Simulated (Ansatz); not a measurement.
Reaction (ligand exchange at the Al–Cl bond): `[Cl][Al]1[CH2][CH2]1` + HBr → `[Br][Al]1[CH2][CH2]1` + HCl

Computed with Ansatz on PBE0-D4/def2-TZVP structures; ΔE is electronic, products minus reactants. CCSD(T)/CBS is the MP2 limit (def2-TZVPP, def2-QZVPP) plus CCSD(T) − MP2 in def2-TZVPP, frozen cores. This one scheme is used for every species. For Br outer-core shells are correlated without core-valence functions, which leaves a few kJ/mol of doubt a bond. Scalar relativity is left out up to krypton.

`[Cl][Al]1[CH2][CH2]1`:

Cartesian coordinates in Å:
```
Cl 1.791 -2.450 -1.344
Al 0.669 -0.915 -0.502
C -0.621 0.461 -0.519
C 0.119 0.226 0.896
H -1.692 0.264 -0.498
H -0.435 1.439 -0.961
H -0.545 -0.099 1.696
H 0.714 1.074 1.232
```

HBr:

Cartesian coordinates in Å:
```
Br -0.188 -0.242 0.641
H 0.188 0.242 -0.641
```

`[Br][Al]1[CH2][CH2]1`:

```xyz
8

Br   -3.327    0.545    0.766
Al   -1.175    0.193    0.270
C     0.365   -0.868    0.005
C     0.572    0.714   -0.221
H     0.516   -1.469   -0.890
H     0.944   -1.281    0.829
H     1.264    1.177    0.481
H     0.840    0.988   -1.240
```

HCl:

Cartesian coordinates in Å:
```
Cl 0.416 -0.485 0.013
H -0.416 0.485 -0.013
```

```tsv
species	MP2/def2-QZVPP energy (Eh)
`[Cl][Al]1[CH2][CH2]1`	-780.20532
HBr	-2573.65765
`[Br][Al]1[CH2][CH2]1`	-2893.52852
HCl	-460.33593
```

(1) Work out ΔE.

(2) What do rigid-rotor, harmonic-oscillator terms from PBE0-D4/def2-TZVP frequencies (298.15 K, 1 bar) make of the CCSD(T)/CBS value? (Estimate.)

Largest T1 diagnostic among the species: 0.010.

Results:

(1) ΔE = (-2893.52852) + (-460.33593) − (-780.20532) − (-2573.65765) = -0.00148 Eh = -0.9 kcal/mol. CCSD(T)/CBS gives -0.6 kcal/mol.

(2) The calculation gave: ΔZPE = +0.2 kcal/mol, ΔH = -0.3 kcal/mol, ΔS = 0 J/(mol·K), ΔG = -0.3 kcal/mol.

At CCSD(T), def2-SVP lies +1.2 kcal/mol from the extrapolated value and def2-TZVPP −0.2 kcal/mol. Leaving LDA and LC-ωPBE aside and taking each functional with its dispersion term where it has one, the values, not all of them listed here, spread over 1.6 kcal/mol, from PBE-QIDH to B97M-V.
